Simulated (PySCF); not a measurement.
A GIAO shielding run with PySCF (density fitting, non-relativistic, gas phase) on `C/C=C/[Si@@H](NC)NC=O`, C$_{5}$H$_{12}$N$_{2}$OSi:

```
$ OMP_NUM_THREADS=1 python probes_run.py task.json out

{"job": {"kind": "nmr", "xc": "PBE0", "basis": "pcSseg-1"}, "charge": 0, "multiplicity": 1}
C      3.574179     0.236666     0.352905
C      2.179589    -0.232943     0.109052
C      1.132413     0.557876    -0.087600
Si    -0.618906    -0.004121    -0.437399
N     -0.972596    -1.326155     0.611414
C     -2.199231    -2.089595     0.550730
N     -1.773646     1.207448     0.121873
C     -1.798169     2.415195    -0.455323
O     -1.085093     2.728590    -1.376571
H      3.627182     1.322248     0.346088
H      3.933513    -0.129822     1.314700
H      4.241007    -0.153937    -0.415658
H      2.055782    -1.309382     0.102136
H      1.298600     1.627170    -0.096640
H     -0.900626    -0.223051    -1.860191
H     -0.194683    -1.910848     0.873036
H     -2.406809    -2.540190     1.523522
H     -3.019772    -1.424721     0.291170
H     -2.158663    -2.887035    -0.198725
H     -2.386667     1.037671     0.902377
H     -2.536324     3.115877    -0.016665
```

Hardware: 1 thread of an Arm Neoverse V2, shared host. The job also computes population analyses, field gradients.

(1) How large is the calculation?

(2) How long does it take, and how much memory does it need?

## Answers

(1) 78 electrons, 220 basis functions and 1153 auxiliary functions.

(2) 34 s of wall time, with 14 SCF cycles and 5 response iterations; peak memory 1 GiB. Times on a shared host scatter by some tens of per cent.
